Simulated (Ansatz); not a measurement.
Consider the formal exchange of groups at a C–Cl bond: `CC(O)([SiH3])Cl` + `[AlH3]` → `C[C](O)([AlH2])[SiH3]` + HCl.

Isolated molecules relaxed with PBE0-D4/def2-TZVP in Ansatz; ΔE leaves out vibrations. CBS: MP2 limit from def2 TZ/QZ plus the TZ coupled-cluster correction, frozen cores. This one scheme is used for every species. DFT in def2-TZVPP. HSE06 is defined as in plane-wave codes. One conformer a species, not always the lowest.

`CC(O)([SiH3])Cl`:

Cartesian coordinates in Å:
```
C 0.970 1.158 -0.010
C -0.268 0.336 -0.256
O -1.338 1.002 0.322
Si -0.138 -1.486 0.299
Cl -0.525 0.223 -2.082
H 1.839 0.708 -0.489
H 1.148 1.224 1.066
H 0.828 2.167 -0.404
H -2.142 0.488 0.195
H -1.467 -2.108 0.064
H 0.171 -1.522 1.754
H 0.921 -2.191 -0.461
```

`[AlH3]`:

Cartesian coordinates in Å:
```
Al 0.000 0.000 0.000
H 0.599 -1.156 -0.905
H 0.964 1.079 0.649
H -1.563 0.077 0.257
```

`C[C](O)([AlH2])[SiH3]`:

Z-matrix (Å, degrees):
```
C
C 1 1.527
H 1 1.099 2 111.7
H 1 1.095 2 111.3 3 119.4
H 1 1.094 2 111.5 3 -119.8
O 2 1.442 1 111.3 3 -63.9
Al 2 1.981 1 112.8 3 176.6
Si 2 1.893 1 111.2 3 56.1
H 6 0.964 2 108.7 1 60.8
H 7 1.590 2 116.8 1 -57.7
H 7 1.583 2 121.6 1 123.2
H 8 1.491 2 110.3 1 169.5
H 8 1.489 2 112.5 1 48.6
H 8 1.494 2 108.2 1 -72.2
```

HCl:

Z-matrix (Å, degrees):
```
Cl
H 1 1.279
```

**Question.** Is it downhill or uphill in electronic energy at CCSD(T)/CBS, and by how much? (Best estimate.)

**Answer.** The calculation gave: Downhill: ΔE = -4.2 kcal/mol.

**Question.** What do these levels give: BLYP-D4, r2SCAN-D4, BLYP, r2SCAN0, HSE06, CCSD/def2-SVP? (Best estimate.)

**Answer.** The calculation gave: BLYP-D4 -3.0, r2SCAN-D4 -3.2, BLYP -2.6, r2SCAN0 -3.5, HSE06 -3.9, CCSD/def2-SVP -3.2 kcal/mol.

Largest T1 diagnostic among the species: 0.012.

At CCSD(T), def2-SVP lies +1.2 kcal/mol from the extrapolated value and def2-TZVPP −0.2 kcal/mol. In def2-TZVPP, CCSD(T) changes the Hartree–Fock value by −3.6 kcal/mol (the triples alone add +0.2 kcal/mol) and MP2 by −3.4 kcal/mol.
